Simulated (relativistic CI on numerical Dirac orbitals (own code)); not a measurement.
**Excitation temperature from two lines of P I**

Problem. In an optically thin plasma whose excited levels follow a Boltzmann distribution, the energy emitted in P I 2535.61 Å and 2152.94 Å has the ratio 5.21 (an assumed reading, corrected for the detector). Tabulated data (NIST Handbook of Basic Atomic Spectroscopic Data): upper levels 58174.4 and 65156.2 cm⁻¹, g = 4 and 4, A = 9.50 × 10^7 and 4.85 × 10^7 s⁻¹. Calculate the temperature, its uncertainty for 15 % in the ratio of intensities and A values together, and the strength of these other lines with tabulated A (λ in Å, g, A, upper level): 2136.18, 4, 2.83 × 10^8, 58174.4; 2149.14, 2, 3.18 × 10^8, 57876.6; 2553.25, 2, 7.10 × 10^7, 57876.6; 2154.08, 6, 5.80 × 10^7, 65157.1.

Working.
1. The emitted power of a line is proportional to (gA/λ) exp(−E/kT), so I₁/I₂ = (g₁A₁λ₂/g₂A₂λ₁) exp[(E₂ − E₁)/kT].
2. The prefactor is 1.663 and E₂ − E₁ = 6981.9 cm⁻¹ = 0.866 eV.
3. kT = (E₂ − E₁)/ln(5.21/1.663) = 6981.9/1.1419 = 6114 cm⁻¹ = 0.758 eV, or T = 8800 K.
4. δT/T = (kT/ΔE) × 15 % = 13.1 %; lines whose upper levels lie far apart give the better thermometer.
5. Other lines relative to the first: 2136.18 Å: 3.5, 2149.14 Å: 2.1, 2553.25 Å: 0.39, 2154.08 Å: 0.34.

Remark. Dense plasmas such as arcs and laser-ablation plumes come near a Boltzmann distribution among excited levels, though their strong lines may be self-absorbed. Low-pressure etch and deposition plasmas, at 10¹⁰ to 10¹³ electrons per cm³, do not: there the number found is an excitation temperature of these levels and not the electron temperature.
